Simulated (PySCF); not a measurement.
Checking a proposed structure

A compound C$_{6}$H$_{4}$N$_{2}$O gives the data below (simulated from a calculation) and was assigned the structure `N#Cc1ccn(C=O)c1`.

$^{13}$C{$^{1}$H} NMR (computed): δ 157.5 (CH), 147.4 (CH), 122.8 (C), 114.3 (C), 102.3 (C), 97.4 (CH).

$^{1}$H NMR (500 MHz, computed): δ 8.21 (d, 1H), 8.18 (s, 1H), 7.43 (d, 1H), 5.68 (br, 1H).

Level of theory: geometry: GFN2-xTB, σ from GIAO-PBE0/pcSseg-1, in PySCF 2.14 (no solvent model, no relativistic terms, a single conformation).

Shifts are taken against calculated references (same method and geometry level): $^{1}$H (31.72 ppm) and $^{13}$C (186.93 ppm) against TMS.

Task: Compare with the shifts computed for the proposed structure, pairing carbons in order of shift.

Result: Mapped SMILES: `[N:1]#[C:2][c:3]1[cH:4][cH:5][n:6]([CH:7]=[O:8])[cH:9]1`. Each H is labelled by its parent atom.

```tsv
atom	computed for proposal	given list	difference
C7	161.9	157.5	+4.4
C9	131.2	147.4	-16.2
C5	124.9	122.8	+2.1
C4	124.2	114.3	+9.9
C2	119.2	102.3	+16.9
C3	107.0	97.4	+9.6
```

The rms difference is 11.3 ppm and the largest +16.9 ppm at C2 (nitrile carbon). The carbon types in order of shift don't match either: CH, CH, CH, CH, C, C for the proposal against CH, CH, C, C, C, CH in the data. The proposal doesn't fit.

Task: Which isomer fits?

Result: SMILES N#CC1=CC/1=C/NC=O.

1. Carbon types of the structure: 3 × C, 3 × CH, leaving 1 H on heteroatoms.
2. δC 157.5: amide carbonyl carbon; it is a carbonyl in resonance with an O or N lone pair, the region of acids, esters and amides.
3. δC 147.4: alkene CH; an sp2 carbon of a C=C bond.
4. δC 122.8: fully substituted alkene carbon; the olefinic region.
5. δC 102.3: β carbon of an enol-ether or enamine type C=C; the O or N lone pair pushes π density onto this β carbon and shields it.

The data come from this structure; uniqueness wasn't tested.

OH and NH positions are those of a molecule without intermolecular hydrogen bonds; in solution they move with solvent, concentration and temperature, and exchange usually removes their couplings. Amide-type NH protons are broadened by 14N but still split neighbouring CH signals. Shifts are as computed. Against solution values, carbons near 30 ppm lie about +3 ppm off and those near 130 ppm about +5 ppm. Of 1211 compounds with measured shifts, 218 miss one by over three times the rms of a fit or turn the order of signals round; such compounds aren't used in these exercises. Hydrogen bonding in solution deshields acid and N–H amide carbonyl carbons by as much as 10 ppm beyond these values. No couplings were computed; multiplicities are counted from neighbouring protons, with m where these are inequivalent, close in shift, in a saturated or five-membered ring or joined by F or P, and br s for small geminal =CH2 splittings.
